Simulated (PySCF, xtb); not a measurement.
Si(H)2(OH)(iPr) (C₃H₁₀OSi), SMILES CC(C)[SiH2]O. Other conformers were not sampled.

Harmonic wavenumbers (cm⁻¹) from GFN2-xTB in xtb at its own minimum, in rising order: 57, 151, 214, 223, 236, 296, 308, 388, 527, 606, 655, 744, 772, 803, 892, 946, 952, 997, 1040, 1135, 1183, 1288, 1310, 1414, 1427, 1503, 1510, 1514, 1517, 2218, 2322, 2893, 2996, 3003, 3020, 3026, 3030, 3034, 3670.

Q: What does PBE-D3(BJ)/def2-SVP (PySCF) give at its own minimum? (An estimate is asked for; the answer gives what the named calculation found.)

A: 75, 135, 189, 220, 234, 271, 303, 370, 562, 630, 711, 802, 871, 875, 882, 895, 913, 950, 990, 1088, 1140, 1210, 1268, 1332, 1350, 1408, 1417, 1427, 1430, 2119, 2178, 2939, 2952, 2953, 3031, 3032, 3045, 3054, 3767. Paired by order, the mean absolute difference is 49 cm⁻¹ and the zero-point energies are 76.9 and 75.8 kcal/mol.
